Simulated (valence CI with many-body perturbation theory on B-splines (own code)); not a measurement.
# E1 transitions of Dy⁵⁹⁺

Level of theory: valence CI with perturbative core correlation (CI+MBPT): five valence electrons over a frozen Dirac-Fock core [He], a basis of 9 s, 9 p, 8 d, 6 f, 3 g, 1 h functions for each j, with the one-electron correlation potential Σ1, the two-electron term Σ2, the three-electron term Σ3, Breit, model QED; selected CI, second order for the rest (own B-spline code, finite nucleus).

No measured spectrum was set against this ion. As an estimate, large intervals hold to a few tenths of a per cent, small ones and those within an open d or f shell to about a per cent. Among the levels kept, up to 1100 cm⁻¹ of a level comes from second order outside the variational space, and about a tenth of that is noise between levels of different J, which matters for small intervals.

Lines 201 to 250 of 254 in falling wavelength, among levels below 628.96 Ry, chosen from the strongest by gf and those to the six lowest levels. Wavelengths and rates use the calculated energies. Electric multipoles are in the length gauge, E1 and E2 with the static RPA response of the core. Weak lines are less certain than strong ones. Lines between different terms over intervals too small for the method are left out, as are lines whose strength nearly cancels. The highest levels of a list are the least certain.

Levels are named by their leading jj configuration (3d3/2^4 stands for four electrons in 3d with j = 3/2), which in mixed levels can hold well under half, so a name can repeat and another be missing. Letters in brackets count levels of one name in rising energy.

| λ vac (nm) | Upper | Lower | A (s⁻¹) | log gf | Branch % |
| --- | --- | --- | --- | --- | --- |
| 0.1664 | (2s^2 2p1/2 2p3/2 3d5/2) J=3/2 [b] | (2s^2 2p1/2 2p3/2^2) J=1/2 | 8.45e+14 | 0.15 | 87.6 |
| 0.1664 | (2s 2p1/2^2 2p3/2 3d5/2) J=5/2 | (2s 2p1/2^2 2p3/2^2) J=5/2 | 2.53e+14 | -0.20 | 89.7 |
| 0.1663 | (2s^2 2p1/2 2p3/2 3d5/2) J=1/2 | (2s^2 2p1/2 2p3/2^2) J=1/2 | 9.55e+14 | -0.10 | 92.5 |
| 0.1663 | (2s^2 2p1/2 2p3/2 3d3/2) J=1/2 [b] | (2s^2 2p1/2 2p3/2^2) J=3/2 | 9.28e+13 | -1.11 | 9.3 |
| 0.1661 | (2s^2 2p1/2 2p3/2 3d5/2) J=3/2 [a] | (2s^2 2p1/2 2p3/2^2) J=5/2 | 4.57e+13 | -1.12 | 6.2 |
| 0.1661 | (2s^2 2p1/2 2p3/2 3d5/2) J=5/2 [a] | (2s^2 2p1/2 2p3/2^2) J=5/2 | 2.46e+14 | -0.21 | 26.1 |
| 0.1660 | (2s^2 2p1/2^2 3d5/2) J=5/2 | (2s^2 2p1/2^2 2p3/2) J=3/2 | 8.79e+14 | 0.34 | 100.0 |
| 0.1657 | (2s^2 2p1/2 2p3/2 3d5/2) J=5/2 [b] | (2s^2 2p1/2 2p3/2^2) J=5/2 | 4.90e+14 | 0.08 | 37.4 |
| 0.1656 | (2s^2 2p1/2 2p3/2 3d5/2) J=3/2 [a] | (2s^2 2p1/2 2p3/2^2) J=3/2 | 6.08e+14 | 0.00 | 82.1 |
| 0.1656 | (2s^2 2p1/2 2p3/2 3d5/2) J=5/2 [a] | (2s^2 2p1/2 2p3/2^2) J=3/2 | 6.73e+14 | 0.22 | 71.6 |
| 0.1656 | (2s^2 2p1/2 2p3/2 3d5/2) J=7/2 [b] | (2s^2 2p1/2 2p3/2^2) J=5/2 | 1.44e+15 | 0.68 | 100.0 |
| 0.1655 | (2s^2 2p1/2 2p3/2 3d5/2) J=3/2 [b] | (2s^2 2p1/2 2p3/2^2) J=5/2 | 1.06e+14 | -0.76 | 10.9 |
| 0.1652 | (2s^2 2p1/2 2p3/2 3d5/2) J=5/2 [b] | (2s^2 2p1/2 2p3/2^2) J=3/2 | 8.06e+14 | 0.30 | 61.6 |
| 0.1650 | (2s^2 2p1/2 2p3/2 3d5/2) J=3/2 [b] | (2s^2 2p1/2 2p3/2^2) J=3/2 | 1.35e+13 | -1.66 | 1.4 |
| 0.1650 | (2s 2p1/2^2 2p3/2 3p3/2) J=3/2 [a] | (2s^2 2p1/2 2p3/2^2) J=1/2 | 1.81e+12 | -2.53 | 0.9 |
| 0.1649 | (2s^2 2p1/2 2p3/2 3d5/2) J=1/2 | (2s^2 2p1/2 2p3/2^2) J=3/2 | 7.60e+13 | -1.21 | 7.4 |
| 0.1645 | (2s 2p1/2^2 2p3/2 3p3/2) J=1/2 [a] | (2s^2 2p1/2 2p3/2^2) J=1/2 | 1.26e+11 | -3.99 | 0.0 |
| 0.1642 | (2s 2p1/2^2 2p3/2 3p3/2) J=7/2 | (2s^2 2p1/2 2p3/2^2) J=5/2 | 4.17e+12 | -1.87 | 80.5 |
| 0.1640 | (2s 2p1/2^2 2p3/2 3p3/2) J=3/2 [a] | (2s^2 2p1/2 2p3/2^2) J=5/2 | 7.53e+11 | -2.92 | 0.4 |
| 0.1637 | (2s 2p1/2^2 2p3/2 3p3/2) J=5/2 [a] | (2s^2 2p1/2 2p3/2^2) J=5/2 | 2.20e+12 | -2.28 | 1.1 |
| 0.1635 | (2s 2p1/2^2 2p3/2 3p3/2) J=3/2 [a] | (2s^2 2p1/2 2p3/2^2) J=3/2 | 4.42e+12 | -2.15 | 2.1 |
| 0.1632 | (2s 2p1/2^2 2p3/2 3p3/2) J=5/2 [a] | (2s^2 2p1/2 2p3/2^2) J=3/2 | 8.05e+12 | -1.72 | 4.2 |
| 0.1631 | (2s 2p1/2^2 2p3/2 3p3/2) J=1/2 [a] | (2s^2 2p1/2 2p3/2^2) J=3/2 | 1.58e+11 | -3.90 | 0.0 |
| 0.1630 | (2s 2p1/2^2 2p3/2 3p3/2) J=3/2 [b] | (2s^2 2p1/2 2p3/2^2) J=1/2 | 1.33e+12 | -2.67 | 1.0 |
| 0.1629 | (2s 2p1/2^2 2p3/2 3p3/2) J=1/2 [b] | (2s^2 2p1/2 2p3/2^2) J=1/2 | 5.94e+12 | -2.33 | 43.3 |
| 0.1624 | (2s 2p1/2^2 2p3/2 3p3/2) J=5/2 [b] | (2s^2 2p1/2 2p3/2^2) J=5/2 | 5.17e+11 | -2.91 | 0.3 |
| 0.1621 | (2s 2p1/2^2 2p3/2 3p3/2) J=3/2 [b] | (2s^2 2p1/2 2p3/2^2) J=5/2 | 1.77e+11 | -3.56 | 0.1 |
| 0.1619 | (2s 2p1/2^2 2p3/2 3p3/2) J=5/2 [b] | (2s^2 2p1/2 2p3/2^2) J=3/2 | 5.25e+12 | -1.91 | 3.4 |
| 0.1616 | (2s 2p1/2^2 2p3/2 3p3/2) J=3/2 [b] | (2s^2 2p1/2 2p3/2^2) J=3/2 | 1.86e+12 | -2.53 | 1.4 |
| 0.1615 | (2s 2p1/2^2 2p3/2 3p3/2) J=1/2 [b] | (2s^2 2p1/2 2p3/2^2) J=3/2 | 1.27e+12 | -3.00 | 9.3 |
| 0.1590 | (2s^2 2p1/2 2p3/2 3s) J=3/2 [a] | (2s^2 2p1/2^2 2p3/2) J=3/2 | 1.82e+13 | -1.56 | 21.3 |
| 0.1588 | (2s^2 2p1/2 2p3/2 3s) J=1/2 | (2s^2 2p1/2^2 2p3/2) J=3/2 | 2.92e+13 | -1.66 | 16.0 |
| 0.1586 | (2s^2 2p1/2 2p3/2 3s) J=5/2 | (2s^2 2p1/2^2 2p3/2) J=3/2 | 2.73e+13 | -1.21 | 29.5 |
| 0.1585 | (2s^2 2p1/2 2p3/2 3s) J=3/2 [b] | (2s^2 2p1/2^2 2p3/2) J=3/2 | 1.76e+13 | -1.58 | 10.2 |
| 0.1522 | (2s 2p1/2^2 2p3/2 3p1/2) J=3/2 | (2s^2 2p1/2^2 2p3/2) J=3/2 | 1.45e+14 | -0.70 | 98.5 |
| 0.1522 | (2s 2p1/2^2 2p3/2 3p1/2) J=5/2 | (2s^2 2p1/2^2 2p3/2) J=3/2 | 3.65e+14 | -0.12 | 99.7 |
| 0.1508 | (2s^2 2p1/2 2p3/2 3d3/2) J=3/2 [a] | (2s^2 2p1/2^2 2p3/2) J=3/2 | 4.69e+14 | -0.19 | 89.1 |
| 0.1508 | (2s 2p1/2^2 2p3/2 3p1/2) J=1/2 | (2s^2 2p1/2^2 2p3/2) J=3/2 | 5.32e+14 | -0.44 | 96.3 |
| 0.1507 | (2s^2 2p1/2 2p3/2 3d3/2) J=5/2 [a] | (2s^2 2p1/2^2 2p3/2) J=3/2 | 4.16e+13 | -1.07 | 41.2 |
| 0.1507 | (2s^2 2p1/2 2p3/2 3d3/2) J=3/2 [b] | (2s^2 2p1/2^2 2p3/2) J=3/2 | 3.43e+13 | -1.33 | 24.8 |
| 0.1502 | (2s^2 2p1/2 2p3/2 3d3/2) J=5/2 [b] | (2s^2 2p1/2^2 2p3/2) J=3/2 | 9.74e+14 | 0.30 | 98.4 |
| 0.1501 | (2s^2 2p1/2 2p3/2 3d3/2) J=3/2 [c] | (2s^2 2p1/2^2 2p3/2) J=3/2 | 7.45e+14 | 0.00 | 83.3 |
| 0.1499 | (2s^2 2p1/2 2p3/2 3d3/2) J=1/2 [b] | (2s^2 2p1/2^2 2p3/2) J=3/2 | 8.76e+14 | -0.23 | 87.5 |
| 0.1494 | (2s^2 2p1/2 2p3/2 3d5/2) J=3/2 [a] | (2s^2 2p1/2^2 2p3/2) J=3/2 | 2.07e+13 | -1.56 | 2.8 |
| 0.1493 | (2s^2 2p1/2 2p3/2 3d5/2) J=5/2 [a] | (2s^2 2p1/2^2 2p3/2) J=3/2 | 2.16e+13 | -1.36 | 2.3 |
| 0.1490 | (2s^2 2p1/2 2p3/2 3d5/2) J=5/2 [b] | (2s^2 2p1/2^2 2p3/2) J=3/2 | 1.30e+13 | -1.59 | 1.0 |
| 0.1488 | (2s^2 2p1/2 2p3/2 3d5/2) J=3/2 [b] | (2s^2 2p1/2^2 2p3/2) J=3/2 | 6.42e+11 | -3.07 | 0.1 |
| 0.1487 | (2s^2 2p1/2 2p3/2 3d5/2) J=1/2 | (2s^2 2p1/2^2 2p3/2) J=3/2 | 1.22e+12 | -3.09 | 0.1 |
| 0.1477 | (2s 2p1/2^2 2p3/2 3p3/2) J=3/2 [a] | (2s^2 2p1/2^2 2p3/2) J=3/2 | 1.99e+14 | -0.59 | 96.1 |
| 0.1474 | (2s 2p1/2^2 2p3/2 3p3/2) J=5/2 [a] | (2s^2 2p1/2^2 2p3/2) J=3/2 | 1.81e+14 | -0.45 | 94.2 |

(1) How does gf follow from A for the line at 0.1499 nm?

Results:

(1) gf = 1.4992 × (2J+1)_upper × A / σ², with σ = 66699538 cm⁻¹ and 2J+1 = 2: gf = 0.590.
